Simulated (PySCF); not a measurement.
Trimethyl arsine, C3H9As.
Numbering: `[CH3:1][As:2]([CH3:3])[CH3:4]` (hydrogens: H5, H6, H7 on C1; H8, H9, H10 on C3; H11, H12, H13 on C4)

Computed, not measured: core-valence-separated Tamm–Dancoff BHandHLYP/aug-pcX-1 (pcseg-1 on H, def2-SVPD on As) in PySCF, non-relativistic, gas phase, PBE0-D3(BJ)/def2-SVP geometry.

Computed carbon K-edge spectrum, Gaussian lines of 0.6 eV full width, highest printed point 100; it ends one width below the last computed root. No empirical shift is added; at this level the pattern usually sits a few eV under experiment.

photon energy (eV), absorption and a bar:
```
    284.6          0 
    284.7          0 
    284.8          1 
    284.9          3 #
    285.0          8 ###
    285.1         18 #####
    285.2         32 ##########
    285.3         51 ###############
    285.4         71 #####################
    285.5         85 ##########################
    285.6         92 ############################
    285.7         93 ############################
    285.8         91 ###########################
    285.9         92 ############################
    286.0         97 #############################
    286.1        100 ##############################
    286.2         97 #############################
    286.3         85 #########################
    286.4         67 ####################
```

Task: Assign the maxima to core holes.

Result: 2 maxima:
- 285.7 eV: C1/C3/C4 (methyl carbon), 285.58 eV, f = 0.124, sum of 3, 75 % of the height at the exact maximum; C1/C3/C4 (methyl carbon), 286.07 eV, f = 0.076, sum of 3, 12 % of the height at the exact maximum
- 286.1 eV: C1/C3/C4 (methyl carbon), 286.24 eV, f = 0.090, sum of 3, 47 % of the height at the exact maximum; C1/C3/C4 (methyl carbon), 286.07 eV, f = 0.076, sum of 3, 44 % of the height at the exact maximum

Further lines of some strength in the range: C1/C3/C4, 285.43 eV, f = 0.020, sum of 3.

Roots within 0.03 eV on the same or equivalent atoms count as one line; shares under 12 % aren't listed.

Vibrational structure and lifetime widths aren't in the curve. The ionisation threshold wasn't computed; near and above it a finite basis only mimics Rydberg series and continuum. The BHandHLYP/aug-pcX-1 (pcseg-1 on H, def2-SVPD on As) calculation is non-relativistic and has no spin–orbit coupling, an omission that weighs most on arsenic.

The run took 9.5 s on one thread of an x86-64 server (shared host).
